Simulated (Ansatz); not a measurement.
Steps of a relaxation of CH5N3Zn (`NC1[NH][Zn][NH]1`) with RKS PBE0-D4/def2-TZVP.

```sh
$ ansatz run in.yaml --threads 4 --pin off --events-out ev --progress --plain --max-ram 10444MiB
```

```yaml
crystal:
  periodic: [false, false, false]
  atoms:
    - {symbol: N, position_ang: [-0.170070, 0.707200, 1.216660]}
    - {symbol: C, position_ang: [0.312230, 0.063080, 0.001460]}
    - {symbol: N, position_ang: [-0.175100, -1.305440, -0.031890]}
    - {symbol: Zn, position_ang: [-0.745680, -0.918190, -1.791830]}
    - {symbol: N, position_ang: [-0.232360, 0.772070, -1.132160]}
    - {symbol: H, position_ang: [-1.093180, 1.084850, 1.022590]}
    - {symbol: H, position_ang: [-0.279070, 0.001990, 1.938480]}
    - {symbol: H, position_ang: [1.417840, 0.103620, 0.039640]}
    - {symbol: H, position_ang: [0.547340, -1.966120, 0.235280]}
    - {symbol: H, position_ang: [0.418070, 1.456940, -1.498240]}
basis:
  gaussian: {orbitals: def2-TZVP}
hamiltonian: {xc: pbe0, dispersion: d4}
relax: {f_tol: 0.005, max_steps: 150}
```

Positions (Å) and forces (eV/Å) along the path, 14 of 24 steps:

```xyz
10
step=1 energy=-53995.2810 eV
N    -0.170    0.707    1.217   -0.031    0.250    0.408
C     0.312    0.063    0.001    0.426    0.467    0.785
N    -0.175   -1.305   -0.032    0.002   -0.966    0.027
Zn   -0.746   -0.918   -1.792    0.038   -0.125   -0.273
N    -0.232    0.772   -1.132    0.068    0.492   -0.554
H    -1.093    1.085    1.023    0.074   -0.005   -0.020
H    -0.279    0.002    1.938    0.007    0.078   -0.023
H     1.418    0.104    0.040   -0.157   -0.090   -0.129
H     0.547   -1.966    0.235   -0.175   -0.041   -0.134
H     0.418    1.457   -1.498   -0.253   -0.060   -0.088
10
step=2 energy=-53995.3246 eV
N    -0.164    0.723    1.235   -0.012   -0.003    0.001
C     0.307    0.061    0.017    0.330    0.262    0.380
N    -0.172   -1.327   -0.044   -0.145   -0.391    0.081
Zn   -0.710   -0.930   -1.816    0.073   -0.013   -0.083
N    -0.235    0.767   -1.136   -0.073    0.195   -0.241
H    -1.080    1.113    1.035    0.026    0.002   -0.016
H    -0.286    0.026    1.961    0.011    0.015   -0.004
H     1.410    0.093    0.040   -0.078   -0.051   -0.049
H     0.542   -1.998    0.214   -0.035    0.007   -0.058
H     0.389    1.471   -1.506   -0.097   -0.022   -0.012
10
step=4 energy=-53995.3381 eV
N    -0.151    0.729    1.238   -0.002   -0.018   -0.029
C     0.308    0.061    0.025   -0.008    0.021   -0.014
N    -0.193   -1.339   -0.041   -0.061    0.013    0.015
Zn   -0.642   -0.943   -1.843    0.014    0.023    0.015
N    -0.251    0.766   -1.138   -0.004   -0.050   -0.017
H    -1.062    1.127    1.035   -0.003   -0.001    0.006
H    -0.276    0.040    1.971    0.010    0.006    0.003
H     1.407    0.073    0.029    0.008   -0.007    0.000
H     0.516   -2.012    0.219    0.037    0.001   -0.004
H     0.343    1.499   -1.495    0.008    0.012    0.026
10
step=6 energy=-53995.3413 eV
N    -0.160    0.751    1.211   -0.001   -0.012    0.081
C     0.304    0.054    0.022   -0.064   -0.016   -0.058
N    -0.226   -1.339   -0.033    0.046    0.009    0.003
Zn   -0.626   -0.952   -1.854   -0.002    0.008   -0.021
N    -0.216    0.745   -1.164    0.071    0.029    0.039
H    -1.108    1.069    1.027    0.053   -0.046    0.028
H    -0.196    0.100    1.991   -0.020    0.081   -0.093
H     1.403    0.039    0.044    0.011    0.001    0.051
H     0.496   -2.012    0.203   -0.029    0.003   -0.015
H     0.329    1.545   -1.448   -0.064   -0.056   -0.014
10
step=8 energy=-53995.3431 eV
N    -0.162    0.764    1.202   -0.067   -0.021    0.018
C     0.304    0.053    0.021    0.008    0.007    0.011
N    -0.237   -1.336   -0.034    0.009   -0.001   -0.021
Zn   -0.622   -0.951   -1.862   -0.009   -0.004    0.008
N    -0.197    0.735   -1.173    0.053    0.048   -0.022
H    -1.127    1.033    1.031    0.062   -0.016    0.016
H    -0.161    0.131    1.996    0.003    0.033   -0.041
H     1.404    0.027    0.066   -0.012    0.001   -0.002
H     0.480   -2.016    0.194   -0.006    0.002    0.009
H     0.317    1.560   -1.442   -0.042   -0.050    0.023
10
step=12 energy=-53995.3451 eV
N    -0.171    0.782    1.176   -0.036   -0.020    0.018
C     0.310    0.047    0.019    0.016   -0.007    0.008
N    -0.250   -1.335   -0.038   -0.010    0.005    0.004
Zn   -0.632   -0.952   -1.868   -0.011   -0.004    0.004
N    -0.140    0.711   -1.199    0.068    0.082   -0.027
H    -1.157    0.978    1.027    0.037   -0.005    0.005
H    -0.103    0.190    1.998   -0.008    0.025   -0.031
H     1.408    0.001    0.101   -0.017    0.000   -0.009
H     0.457   -2.026    0.187    0.012    0.003   -0.002
H     0.278    1.605   -1.403   -0.051   -0.078    0.032
10
step=13 energy=-53995.3456 eV
N    -0.173    0.788    1.169   -0.069   -0.047    0.037
C     0.312    0.044    0.018    0.012    0.004    0.012
N    -0.253   -1.335   -0.039   -0.006    0.001    0.013
Zn   -0.637   -0.952   -1.870   -0.011    0.010    0.013
N    -0.122    0.704   -1.206    0.123    0.172   -0.062
H    -1.166    0.961    1.025    0.081   -0.009    0.011
H    -0.088    0.208    1.999   -0.014    0.044   -0.057
H     1.409   -0.008    0.112   -0.028    0.004   -0.011
H     0.452   -2.029    0.184    0.010    0.001   -0.006
H     0.267    1.618   -1.391   -0.098   -0.180    0.050
10
step=14 energy=-53995.3463 eV
N    -0.177    0.797    1.158   -0.162   -0.089    0.063
C     0.315    0.040    0.018    0.035    0.014    0.023
N    -0.257   -1.335   -0.039    0.004   -0.007    0.020
Zn   -0.651   -0.951   -1.868   -0.018    0.023    0.028
N    -0.091    0.692   -1.218    0.217    0.383   -0.096
H    -1.178    0.939    1.019    0.181   -0.016    0.038
H    -0.069    0.235    2.000   -0.034    0.087   -0.134
H     1.411   -0.021    0.129   -0.048    0.004   -0.014
H     0.449   -2.032    0.174    0.005   -0.001   -0.010
H     0.249    1.636   -1.373   -0.181   -0.397    0.083
10
step=18 energy=-53995.4364 eV
N    -0.196    0.829    1.082    0.053   -0.018   -0.117
C     0.368    0.002    0.033    0.014    0.162    0.101
N    -0.196   -1.366   -0.006   -0.077   -0.102   -0.050
Zn   -0.869   -0.867   -1.733    0.005    0.049    0.055
N     0.193    0.628   -1.276   -0.041   -0.115   -0.038
H    -1.182    0.979    0.891   -0.022   -0.044    0.008
H    -0.135    0.333    1.963   -0.032   -0.022    0.021
H     1.444   -0.091    0.246    0.085   -0.012    0.018
H     0.533   -2.072    0.013    0.010    0.013    0.017
H     0.039    1.624   -1.212    0.005    0.089   -0.015
10
step=19 energy=-53995.4386 eV
N    -0.208    0.828    1.078    0.018   -0.010   -0.019
C     0.376    0.006    0.039   -0.055    0.005   -0.063
N    -0.181   -1.371    0.001   -0.034    0.061    0.085
Zn   -0.923   -0.847   -1.689    0.044    0.016   -0.010
N     0.197    0.619   -1.278   -0.018   -0.034    0.020
H    -1.195    0.960    0.879    0.019   -0.023   -0.022
H    -0.154    0.331    1.960    0.002   -0.011    0.014
H     1.454   -0.078    0.258    0.000   -0.018   -0.004
H     0.552   -2.071   -0.015    0.026   -0.004   -0.019
H     0.081    1.623   -1.231   -0.001    0.017    0.016
10
step=20 energy=-53995.4395 eV
N    -0.203    0.827    1.077    0.009    0.033    0.022
C     0.375    0.007    0.036   -0.016    0.004    0.015
N    -0.190   -1.365    0.006    0.007   -0.017   -0.013
Zn   -0.907   -0.851   -1.699    0.004   -0.004   -0.002
N     0.193    0.624   -1.278    0.005   -0.004    0.009
H    -1.192    0.952    0.877   -0.007   -0.002    0.003
H    -0.147    0.328    1.958   -0.001    0.003   -0.012
H     1.454   -0.083    0.252    0.000    0.000   -0.008
H     0.544   -2.067   -0.002   -0.004   -0.001   -0.013
H     0.072    1.627   -1.226    0.001   -0.012   -0.002
10
step=22 energy=-53995.4397 eV
N    -0.204    0.830    1.077    0.004   -0.004    0.001
C     0.374    0.007    0.038   -0.013    0.002   -0.003
N    -0.190   -1.367    0.007    0.002   -0.002    0.009
Zn   -0.907   -0.851   -1.699   -0.003    0.001   -0.006
N     0.194    0.622   -1.277    0.002    0.006   -0.001
H    -1.194    0.952    0.880   -0.001   -0.001    0.000
H    -0.146    0.333    1.959    0.000    0.001    0.000
H     1.452   -0.084    0.254    0.006    0.001    0.003
H     0.546   -2.066   -0.011    0.001   -0.001   -0.001
H     0.075    1.625   -1.227    0.001   -0.004   -0.002
10
step=23 energy=-53995.4397 eV
N    -0.205    0.830    1.077   -0.001    0.000   -0.001
C     0.373    0.007    0.038   -0.004   -0.002    0.003
N    -0.190   -1.367    0.008    0.001    0.006    0.000
Zn   -0.909   -0.851   -1.697    0.001   -0.001   -0.001
N     0.195    0.621   -1.278   -0.001   -0.002    0.003
H    -1.195    0.950    0.880    0.000    0.001    0.000
H    -0.145    0.334    1.960    0.001    0.000   -0.002
H     1.452   -0.083    0.255    0.004    0.000   -0.001
H     0.547   -2.066   -0.013    0.000    0.000   -0.002
H     0.078    1.625   -1.229    0.000   -0.002    0.001
10
step=24 energy=-53995.4397 eV
N    -0.205    0.830    1.077    0.000    0.000    0.000
C     0.373    0.007    0.038   -0.004   -0.002    0.000
N    -0.190   -1.367    0.008    0.002    0.003    0.001
Zn   -0.909   -0.851   -1.697    0.001    0.000    0.000
N     0.195    0.621   -1.278    0.000   -0.001    0.000
H    -1.195    0.950    0.880    0.001    0.000    0.000
H    -0.145    0.334    1.960    0.000    0.000   -0.001
H     1.452   -0.083    0.255    0.001    0.000    0.000
H     0.547   -2.065   -0.014    0.000    0.000   -0.001
H     0.078    1.624   -1.229    0.000    0.000    0.000
```

Run time 69 s (4 threads of an Intel Xeon 6975P-C on a shared host); peak host memory 0.62 GiB.
